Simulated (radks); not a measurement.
All-electron atom: neutral boron in [He] 2s2 2p1 (the NIST ground configuration).

All-electron calculation, scalar-relativistic Kohn-Sham, PBE, spin-unpolarised, spherical densities, point nucleus. Program: a radial shooting solver on a logarithmic mesh with Libxc functionals.

Energy parts (eV):
part                     energy
total                  -669.487
kinetic                 667.191
electron-nucleus      -1547.940
Hartree                 314.643
exchange-correlation   -103.381

Orbitals (lengths in bohr, moments of r in powers of bohr; <r^-3> diverges for s and p1/2; r(max) is where P^2 peaks):
| orbital | occ. | eigenvalue (eV) | <r> | <r^-3> | r(max) | <r^4> |
|---|---|---|---|---|---|---|
| 1s | 2 | -180.5901 | 0.3294 | - | 0.2104 | 0.05807 |
| 2s | 2 | -9.4431 | 1.952 | - | 1.517 | 41.23 |
| 2p | 1 | -3.6068 | 2.301 | 0.7978 | 1.577 | 117.4 |

The highest occupied level is 2p at -3.607 eV. The density falls to 0.001 e/bohr^3 at r = 3.90 bohr. Summed over all electrons, <r^2> = 16.38 bohr^2, which gives a Langevin (diamagnetic) susceptibility term of -13 x 10^-6 cm^3/mol. For comparison, the ionisation energy in NIST's Atomic Spectra Database is 8.298 eV (measured). In exact Kohn-Sham theory the highest level is minus the ionisation energy, but local and semilocal functionals leave it too shallow, through self-interaction and a potential that decays too fast; potentials with the right tail come closer.

Beside tabulated values, note that spin-unpolarised runs miss the spin-polarisation part of the exchange energy of open shells.
